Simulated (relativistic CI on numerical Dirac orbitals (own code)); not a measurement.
One change at a time: Zn22+

Base calculation: Dirac-Coulomb-Breit CI, KLI orbitals optimised for each configuration, model QED, unscaled Slater integrals.

Configurations in the expansion (outside the closed core 1s2): 2s2 2p4, 2s 2p5, 2p6, 2p5 3s, 2p5 3p, 2p5 3d, 2s2 2p3 3s, 2s2 2p3 3p, 2s2 2p3 3d, 2s 2p4 3s, 2s 2p4 3p, 2s 2p4 3d, 2s2 2p3 4s, 2s2 2p3 4p, 2s2 2p3 4d, 2s2 2p3 4f. Levels of other configurations are missing.

Variants: (1) valence Slater integrals scaled by 0.9; (2) configuration mixing switched off; (3) only the first 3 configurations. Shifts of the energy above 2s2 2p4 3P_2, in eV, for the lowest level and the first level of each name with at least 55 % of one term (blank where a level changes its place among those of its configuration and J or its character, or is not in the variant):

```tsv
Level	Base	Δ(1)	Δ(2)	Δ(3)
2s2 2p4 3P_2	0.00	0.00	0.00	0.00
2s2 2p4 3P_0	13.65	-0.79	+1.40	-0.18
2s2 2p4 3P_1	22.12	+0.23	+0.01	+0.01
2s2 2p4 1D_2	33.36	-1.04	-0.04	-0.04
2s2 2p4 1S_0	63.49	-1.53	+3.57	-0.35
2s 2p5 3P°_2	146.57	+0.66	+0.20	+0.20
2s 2p5 3P°_1	159.90	+0.27	+0.24	+0.24
2s 2p5 3P°_0	171.89	+0.67	+0.20	+0.20
2s 2p5 1P°_1	203.52	-3.41	+0.61	+0.61
2p6 1S_0	338.21	-1.37	-4.39	+1.12
2s2 2p3 3s 5S°_2	1169.00	+1.37	+1.19	
2s2 2p3 3s 3S°_1	1175.63	+0.38	+1.17	
2s2 2p3 3s 3D°_1	1195.87	+0.10	+0.81	
2s2 2p3 3s 3D°_3	1202.25	-0.30	+0.57
```

At this charge energies of transitions that change n are usually good to better than 1 %, and those within a shell (Δn = 0) to a few per cent.

Ionisation energy from the two ground configurations alone: base 2082.09 eV; valence Slater integrals scaled by 0.9 2082.92 eV. The NIST ASD value (semi-empirical) is 2085 eV.

LS names give the leading component of a level, which can be under half, so a name can repeat, a term be missing and a line seem to break the LS rules.
